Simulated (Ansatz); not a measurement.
Cartesian coordinates (Å):
SMILES: BF
```xyz
4

B     -0.0499     0.0083     0.4100
F      1.2118    -0.2013     0.0770
H     -0.5154     1.0820     0.1786
H     -0.6465    -0.8890     0.9218
```
Charge 0, spin multiplicity 1.

These are frozen-core CCSD(T)/cc-pVTZ // B3LYP-D3(BJ)/def2-TZVP (Ansatz, a quantum-chemistry and plane-wave program) values and carry that method's errors.

```yaml
HF energy: -125.37337 Ha
MP2 correlation energy: -0.35778 Ha
```

Task: Estimate the CCSD correlation energy, the (T) correction, the total energy and the T1 diagnostic.

Result: 
| Property | Value |
|---|---|
| CCSD correlation energy | -0.37168 Ha |
| (T) correction | -0.01028 Ha |
| CCSD(T) total energy | -125.75533 Ha |
| T1 diagnostic | 0.013 |
